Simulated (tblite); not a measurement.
Species: tosyl chloride, C₇H₇ClO₂S.
SMILES with atom numbers: `[CH3:1][c:2]1[cH:3][cH:4][c:5]([S:6](=[O:7])(=[O:8])[Cl:9])[cH:10][cH:11]1` (hydrogens: H12, H13, H14 on C1; H15 on C3; H16 on C4; H17 on C10; H18 on C11)

Cartesian coordinates in Å at the GFN2-xTB level; atoms count from 1:
```
atom  x, y, z in Å
C1     2.9381    0.1581    0.2856
C2     1.4578    0.0590    0.0975
C3     0.7517    1.0841   -0.5268
C4    -0.6213    1.0014   -0.6817
C5    -1.2695   -0.1178   -0.2089
S6    -3.0270   -0.2025   -0.3750
O7    -3.4938   -1.5467   -0.2693
O8    -3.4814    0.6145   -1.4529
Cl9   -3.5989    0.7452    1.3468
C10   -0.6061   -1.1501    0.4179
C11    0.7663   -1.0572    0.5657
H12    3.1593    0.4486    1.3125
H13    3.3677    0.9027   -0.3785
H14    3.4167   -0.8008    0.1016
H15    1.2811    1.9501   -0.8943
H16   -1.1935    1.7761   -1.1659
H17   -1.1661   -2.0030    0.7658
H18    1.3100   -1.8554    1.0482
```

Computed values, GFN2-xTB/tblite, gas phase, harmonic and unscaled. The method is semi-empirical: single wavenumbers can be off by several per cent or more. One conformer, not necessarily the lowest. The optimisation stopped once no atom felt more than 0.01 eV/Å.

Lowest wavenumbers of the output (negative numbers stand for imaginary wavenumbers):
```
mode    cm-1
  1     -32.6
  2      29.9
  3      57.8
  4     119.4
  5     145.5
  6     256.6
  7     263.5
  8     312.8
  9     320.5
 10     331.7
```

Is this structure a minimum?

Not by this Hessian. 1 mode is imaginary beyond 20i (33i cm⁻¹), so at this level the point lies at or near a first-order saddle. The curvature is small, so loose convergence or finite differences may be the whole cause.

Which atoms move in the imaginary mode?

33i: H12 (methyl hydrogen) 37 %, H14 (methyl hydrogen) 33 %, H13 (methyl hydrogen) 29 %. These are shares of the mass-weighted motion.

What is the remedy?

Step along that mode in both directions, optimise again with tighter thresholds and repeat the frequencies. The zero-point energy of this point (78.5 kcal/mol) counts the 47 real modes alone, and thermal corrections from it aren't those of a minimum.
